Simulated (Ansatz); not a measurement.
H5AsSi, triplet, at the geometry of the source list (a higher spin typed on purpose: for a closed-shell molecule this is an excited state); B3LYP/STO-3G (Ansatz, an electronic-structure program).

Input for Ansatz:
Ansatz 0.2 input:
```yaml
crystal:
  periodic: [false, false, false]
  atoms:
    - {symbol: Si, position_ang: [-0.82500000, 0.08340000, -0.08740000]}
    - {symbol: As, position_ang: [1.41440000, -0.16390000, -0.65270000]}
    - {symbol: H, position_ang: [-1.64530000, -0.74100000, -0.98860000]}
    - {symbol: H, position_ang: [-1.24900000, 1.47660000, -0.27050000]}
    - {symbol: H, position_ang: [-1.17730000, -0.30410000, 1.28360000]}
    - {symbol: H, position_ang: [1.63770000, -1.23170000, 0.37960000]}
    - {symbol: H, position_ang: [1.84450000, 0.88070000, 0.33590000]}
basis:
  gaussian:
    orbitals: STO-3G
hamiltonian:
  xc: b3lyp
magnetization: {spin_polarized: true, initial_magnetization: 2}
scf: {lower_state_search: off}
```

What the program printed (banner, timings and long lists left out):

```
Functional definition: B3LYP
these checks for a lower state are left out or cut short: stability, starts, cluster_reference, orbital_swaps, neighbouring_geometries, increment
343 factors; integrals over basis functions are off by at most 3.7e-5 eV
mean field evaluation 1: about -68011.4229 eV, gradient 1.2e1 eV
mean field evaluation 2: about -68011.5724 eV, gradient 1.3e1 eV
mean field evaluation 4: about -68013.2925 eV, gradient 8.9e-1 eV
mean field evaluation 8: about -68013.3671 eV, gradient 1.5e-1 eV
mean field evaluation 16: about -68013.3691 eV, gradient 1.9e-4 eV
mean field -68013.36907014 eV, -2499.4452122103 hartree, gradient 2.4e-6 eV, S^2 2.001950; 0 other end points of the search recorded, 0 dependent functions left out
reference -68013.36922591 eV, -2499.4452179347 hartree; 27, 25 occupied and 5, 7 virtual orbitals, 343 factors
Total energy: -68013.36922591 eV, -2499.4452179347 hartree
Checks for a lower state left out: stability, starts, cluster_reference, orbital_swaps, neighbouring_geometries, increment
```
